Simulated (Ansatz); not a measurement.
`[SiH2]1[GeH2][SiH2][GeH2][GeH2][GeH2]1`. The species carries charge 0 and has multiplicity 1. The geometry is a stationary point of PBE0-D4/def2-TZVP.

```xyz
18

Si   -0.853   -1.994   -0.367
Ge   -2.278   -0.289    0.504
Si   -1.072    1.750    0.792
Ge    0.554    1.933   -0.936
Ge    2.297    0.291   -0.507
Ge    1.335   -1.694    0.518
H    -0.778   -1.845   -1.848
H    -1.403   -3.343   -0.059
H    -2.857   -0.744    1.857
H    -3.457   -0.057   -0.460
H    -2.003    2.911    0.811
H    -0.357    1.703    2.098
H    -0.108    1.615   -2.291
H     1.157    3.347   -1.022
H     2.988   -0.097   -1.828
H     3.359    0.902    0.427
H     1.241   -1.472    2.040
H     2.236   -2.917    0.271
```

Question: What is the dipole moment at B3LYP/def2-TZVPP? (An estimate is asked.)

Answer: Computed: 0.06 D, with components (-0.06, -0.01, 0.01) D in this frame, pointing from negative to positive charge.

Question: And with PBE, r2SCAN, ωB97M-V? (An estimate is asked.)

Answer: Computed: PBE 0.02 D, r2SCAN 0.05 D, ωB97M-V 0.06 D.

Question: Give the Mulliken charges with B3LYP, PBE, r2SCAN in def2-TZVPP. (An estimate is asked.)

Answer: Ansatz gave: 
| atom | B3LYP | PBE | r2SCAN |
| --- | --- | --- | --- |
| Si1 | 0.08 | 0.02 | 0.08 |
| Ge2 | 0.04 | 0.08 | 0.05 |
| Si3 | 0.08 | 0.02 | 0.08 |
| Ge4 | -0.01 | 0.01 | -0.01 |
| Ge5 | 0.03 | 0.03 | 0.03 |
| Ge6 | -0.01 | 0.01 | -0.01 |
| H7 | -0.05 | -0.03 | -0.05 |
| H8 | -0.05 | -0.04 | -0.06 |
| H9 | -0.01 | 0.00 | 0.00 |
| H10 | -0.01 | -0.01 | 0.00 |
| H11 | -0.05 | -0.04 | -0.06 |
| H12 | -0.05 | -0.03 | -0.05 |
| H13 | 0.00 | 0.00 | 0.01 |
| H14 | 0.00 | 0.00 | 0.00 |
| H15 | 0.00 | 0.00 | 0.00 |
| H16 | 0.00 | 0.00 | 0.00 |
| H17 | 0.00 | 0.00 | 0.01 |
| H18 | 0.00 | 0.00 | 0.00 |

B3LYP here is the variant with VWN-RPA as its local correlation; programs differ in this.
